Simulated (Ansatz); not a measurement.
A series at Zr: from `[F][Zr]([F])([F])[SH]`, ligands are replaced one by one, each step taking up H₂S and setting free H–F; n counts the steps. Ansatz, PBE0-D4/def2-TZVP geometries. Each molecule was computed in one conformer, which needn't be the lowest.

```
n                    molecule  HOMO energy, ωB97M-V/def2-TZVPP (eV)
0     `[F][Zr]([F])([F])[SH]`                                -10.33
1    `[F][Zr]([F])([SH])[SH]`                                 -9.94
2   `[F][Zr]([SH])([SH])[SH]`                                 -9.97
3  `[SH][Zr]([SH])([SH])[SH]`                                     ?
```

Question: By hand: fit a straight line y = ȳ + b (n − n̄) to the 3 given rows and predict n = 3.

Answer: n̄ = 1.000, ȳ = -10.080; Σ(n − n̄)(y − ȳ) = 0.360, Σ(n − n̄)² = 2.000, so b = 0.180 eV a step. Prediction: -10.080 + (0.180) × (2.000) = -9.72 eV.

Question: By hand: compare with the computed value, -10.02 eV, and give the steps along the whole series.

Answer: The line misses by -0.30 eV (computed minus predicted). Steps: 0.39, -0.03, -0.05 eV.

The steps change sign along the series, so a line is a poor guide. The highest orbital can change its character along such a series. The miss is 76.9 % of the series' range.
